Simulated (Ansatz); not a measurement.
The cluster KBr₂⁻. Charge -1, multiplicity 3. Geometry PBE0-D4/def2-TZVPD; atoms count from 1.

```xyz
3

K    -0.802    1.091   -0.151
Br    0.844   -0.578   -2.506
Br   -0.042   -0.513    2.658
```

The highest occupied level of the charge -1 triplet lies above zero (up to 0.48 eV). It is a level of α spin, whose loss leaves a doublet; that state wasn't run at this geometry and level. The electron is either unbound and held by the finite basis, or the level is raised by self-interaction error. At PBE0-D4/def2-TZVPD a singlet of charge -1 lies 4.10 eV below the triplet, each at its own geometry. The structure comes from a short search, and lower isomers may exist.

Q: Estimate the Mulliken populations from the PBE0/def2-TZVPD orbitals of Ansatz.

A: 
| atom | charge (e) | spin (α − β) |
| --- | --- | --- |
| K1 | -0.16 | 1.07 |
| Br2 | -0.42 | 0.47 |
| Br3 | -0.42 | 0.47 |
Mulliken values and Mayer orders depend strongly on the basis. With diffuse functions, as here, like atoms can get unlike values, and bond orders can come out too low or too high.

Q: Where does the spin sit?

A: Summed by element: K 1.07, Br 0.93, of 2 unpaired in all. Largest on single atoms: K1 1.07, Br2 0.47, Br3 0.47.
